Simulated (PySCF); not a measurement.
C$_{2}$H$_{6}$AlF, singlet, at a GFN2-xTB geometry (such geometries of metal compounds can be far from the true shape). Base run: HF/6-31G*, polarisability (PySCF).

Input for PySCF:
```python
from pyscf import gto, scf
from pyscf.prop import polarizability

mol = gto.M(
    atom='''
Al   -0.01812218    0.01384130   -0.01814986
C     1.80826579   -0.20063139   -0.77643276
H     2.23544386   -1.18783935   -0.58772258
H     2.51757398    0.52485426   -0.36929487
H     1.78819981   -0.04984185   -1.86053750
C    -0.74527717   -0.55667072    1.74273596
H    -1.42696911   -1.40659741    1.64044699
H    -1.33004258    0.24800256    2.19960465
H     0.02722081   -0.84979871    2.45576657
F    -1.10597445    0.78723292   -1.00445935
''',
    basis='6-31g*',
    verbose=4,
)

mf = scf.RHF(mol)
mf.kernel()
alpha = mf.Polarizability().polarizability()[2, 2]
print('alpha_zz =', alpha)
```

The base run was repeated with changes; each row names its change, and settings that it needs were set with it.

```
change                                         alpha_zz (bohr³)  basis functions  core-seconds (rough)
---------------------------------------------  ----------------  ---------------  --------------------
base                                                      40.33               72                     2
basis = 6-31+G*                                           44.30               88                     4
functional = lda,vwn                                      46.48               72                    10
finite field (a.u.) = 0.001; conv_tol = 1e-6              40.31               72                     2
basis = def2-SVPD                                         48.15              135                    20
basis = def2-SVP                                          40.79               90                     3
finite field (a.u.) = 0.05; conv_tol = 1e-11              41.14               72                     3
finite field (a.u.) = 0.02; conv_tol = 1e-11              40.45               72                     3
finite field (a.u.) = 2e-4; conv_tol = 1e-11              40.33               72                     3
functional = pbe                                          46.14               72                    30
finite field (a.u.) = 0.001; conv_tol = 1e-11             40.33               72                     2
finite field (a.u.) = 2e-4; conv_tol = 1e-6               39.73               72                     2
```

Finite-field rows take the second difference of the energy in a field along z; a small field with loose convergence shows SCF noise divided by the square of the field, and a large one adds hyperpolarisability.
